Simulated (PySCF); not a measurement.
Computed XPS line lists of a few unrelated compounds.

Computed, not measured: PySCF 2.14.0, delta-SCF UKS SCAN, pcX-2 on the ionised atom, pcseg-1 elsewhere, spin-free X2C. Geometries: PBE0-D3(BJ)/def2-SVP; isolated species, one conformer each.

Line lists (1s up to Mg, 2p3/2 beyond; areas count atoms within a level, one atom standing for each set equivalent by bonding):
1. C 1s: 291.89 (area 2), 292.09 (area 1), 292.75 (area 1) eV; N 1s: 404.87 eV
2. B 1s: 196.93 eV; C 1s: 291.22 (area 1), 292.54 (area 2) eV; O 1s: 538.55 eV
3. C 1s: 297.12 eV; N 1s: 413.34 eV

Structures:
A. `C[N+](C)(C)C`
B. `N#CC1C=C1`
C. `B1OCCCO1`

Task: Match each list to its structure.

Result: 
- 1 = B: no other candidate has these counts of sites. C 1s: 291.89 alkene CH carbon (×2), 292.09 nitrile carbon, 292.75 sp3 carbon next to a nitrile; N 1s: 404.87 nitrile nitrogen.
- 2 = C: no other candidate has this set of levels. B 1s: 196.93 three-coordinate boron; C 1s: 291.22 ring CH2 carbon, 292.54 sp3 carbon bound to oxygen (×2); O 1s: 538.55 boron-bound oxygen (×2).
- 3 = A: no other candidate has these counts of sites. C 1s: 297.12 N-methyl carbon (×4); N 1s: 413.34 ammonium nitrogen.
